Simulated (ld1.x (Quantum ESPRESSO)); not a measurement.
**Cutoff test, rhenium (Re), PAW**

| Quantity | Value |
| --- | --- |
| Element | rhenium (Re) |
| Generator | ld1.x (Quantum ESPRESSO) 7.5 |
| Type | PAW |
| Functional | PBE |
| Relativity | scalar-relativistic |
| Frozen core | [Xe] |
| Valence charge | 21 |
| Reference configuration | 4f14 5d5 6s2 6p0 |
| Partial waves | 6s (bound): rcut 2.55, rcutus 2.80 bohr; 6s channel at 1.05 Ry: rcut 2.55, rcutus 2.80 bohr; 6p (bound, empty): rcut 3.50, rcutus 4.20 bohr; 6p channel at 0.25 Ry: rcut 3.50, rcutus 4.20 bohr; 5d (bound): rcut 2.70, rcutus 2.85 bohr; 5d channel at 3.7 Ry: rcut 2.70, rcutus 2.85 bohr; 4f (bound): rcut 0.95, rcutus 1.15 bohr; 4f channel at -0.3 Ry: rcut 0.95, rcutus 1.15 bohr |
| Local potential | all-electron potential smoothed inside 1.65 bohr (lloc = -1) |
| Core correction | Bessel-smoothed model core inside 0.55 bohr |
| Augmentation charge | BESSEL, radius 0.80 bohr |

The pseudo-atom Hamiltonian at the reference potential is diagonalised in spherical Bessel functions j_l(qr) that vanish at 20 bohr, with q² up to the cutoff. All-electron valence levels (Ry): 6s -0.4368, 6p -0.0969, 5d -0.3944, 4f -3.1096.

Q: How do the lowest levels (Ry) of each channel move with the cutoff, and are there ghosts?

A:

```tsv
cutoff (Ry)	s #1	s #2	p #1	p #2	p #3	d #1	d #2	f #1	f #2	Σ f·Δε (mRy)
8	-2.9354	-0.4367	-0.0969	0.0509	0.1699	-0.3500	0.0621	0.1113	0.2322	45315.8
15	-8.9036	-0.4368	-3.1711	-0.0969	0.0509	-0.3941	0.0619	0.1113	0.2321	45095.0
21	-10.5259	-0.4368	-5.3476	-0.0969	0.0509	-0.3944	0.0619	0.1113	0.2316	45093.2
35	-11.0025	-0.4368	-6.4796	-0.0969	0.0509	-0.3944	0.0619	-1.7892	0.1113	18485.8
50	-11.0455	-0.4368	-6.5472	-0.0969	0.0509	-0.3944	0.0619	-2.7127	0.1113	5556.9
60	-11.0468	-0.4368	-6.5526	-0.0969	0.0509	-0.3944	0.0619	-2.9288	0.1113	2531.8
90	-11.0473	-0.4368	-6.5536	-0.0969	0.0509	-0.3945	0.0619	-3.0969	0.1113	178.6
120	-11.0473	-0.4368	-6.5536	-0.0969	0.0509	-0.3945	0.0619	-3.1082	0.1113	19.3
180	-11.0473	-0.4368	-6.5536	-0.0969	0.0509	-0.3945	0.0619	-3.1094	0.1113	2.8
230	-11.0473	-0.4368	-6.5536	-0.0969	0.0509	-0.3945	0.0619	-3.1096	0.1113	1.1
350	-11.0473	-0.4368	-6.5536	-0.0969	0.0509	-0.3945	0.0619	-3.1096	0.1113	0.0
400	-11.0473	-0.4368	-6.5536	-0.0969	0.0509	-0.3945	0.0619	-3.1096	0.1113	0.0
```

Result: ghost states, extra bound levels that the all-electron valence spectrum of the same l lacks: s at -150.3 eV, p at -89.2 eV (a true bound ghost makes a file unfit for plane-wave use); 10 mRy is reached at 160 Ry and 1 mRy at 260 Ry.

4 of 7 tests not solved or not reliable.
